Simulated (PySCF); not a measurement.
Vertical excitations of a molecule CH5FO2Si2 from TDA-PBE/def2-SVPD (PySCF), as energy in eV (oscillator strength): 4.82 (0.010), 5.47 (0.012), 5.60 (0.035), 5.98 (0.020), 6.30 (0.128), 6.47 (0.043), 6.52 (0.021), 6.61 (0.005), 6.74 (0.014), 6.87 (0.005). Lowest triplet (TDA): 4.14 eV. Geometry: ωB97X-D3(BJ)/def2-SVP. The values are those of a single conformer.

Task: Pick the molecule that these values belong to.
A) O=C(O)[Si@@H](F)[SiH3]
B) O[Si@@H]1CO[Si@@H]1F
C) O[C@@H]1[SiH2]O[Si@@H]1F
D) F[Si@H]1O[C@@H]([SiH3])O1

Result: A, O=C(O)[Si@@H](F)[SiH3]
